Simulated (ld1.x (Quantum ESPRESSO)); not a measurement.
# Nb RRKJ: all-electron and pseudo phase curves

niobium (Nb), norm-conserving RRKJ (Kleinman–Bylander form), made with ld1.x (Quantum ESPRESSO) 7.5 (PBE, scalar-relativistic). Core [Kr], reference 4d4 5s0.5 5p0.5. Waves: 5p (bound): rc 3.90 bohr; 4d (bound): rc 2.25 bohr; 5s (bound): rc 2.15 bohr. Local part: the s channel. Core correction: Bessel-smoothed model core inside 2.15 bohr. rho0 = 0.005.

The phase is arctan(r·u′/u) with u = r·R(r), unwrapped; energies in Ry, scanned from -2 to 5 Ry. A pole is an energy at which the radial function vanishes at the test radius. The pseudo phase is shifted by a multiple of π to meet the all-electron one at the reference energy, and phase errors are pseudo minus all-electron; the curves can meet again beyond the range given. Levels narrower than the energy grid can be missing from the lists of poles.

Problem. For each channel, where are the poles, and over which energies does the pseudopotential scatter like the atom?

Solution.

```csv
channel,radius (bohr),reference energy (Ry),"poles, all-electron","poles, pseudo",unbroken range about the reference energy with phases within 0.05 rad,phase error 1 Ry above the reference energy (rad)
s,4.23,-0.32,"0.11, 3.10","0.09, 0.91, 3.88",below 0.4,-1.366
p,4.23,-0.11,"0.67, 3.82","0.66, 3.83",below 5.0,-0.002
d,4.23,-0.27,"-0.19, 1.81","-0.19, 1.99",below 0.5,+0.202
```

Phases in the p channel:

```csv
E (Ry),all-electron,pseudo
-2.00,1.391,1.390
-1.76,1.377,1.376
-1.52,1.358,1.358
-1.28,1.334,1.333
-1.04,1.299,1.298
-0.80,1.243,1.243
-0.56,1.139,1.139
-0.32,0.872,0.871
-0.08,-0.194,-0.195
0.16,-1.194,-1.195
0.40,-1.450,-1.452
0.64,-1.562,-1.563
0.88,-1.634,-1.636
1.12,-1.700,-1.702
1.36,-1.778,-1.782
1.60,-1.906,-1.914
1.84,-2.225,-2.245
2.08,-3.353,-3.382
2.32,-4.220,-4.220
2.56,-4.457,-4.454
2.80,-4.557,-4.554
3.04,-4.615,-4.612
3.28,-4.653,-4.651
3.52,-4.683,-4.681
3.76,-4.707,-4.706
4.00,-4.729,-4.729
4.24,-4.750,-4.752
4.48,-4.773,-4.779
4.72,-4.799,-4.816
4.96,-4.833,-4.878
```
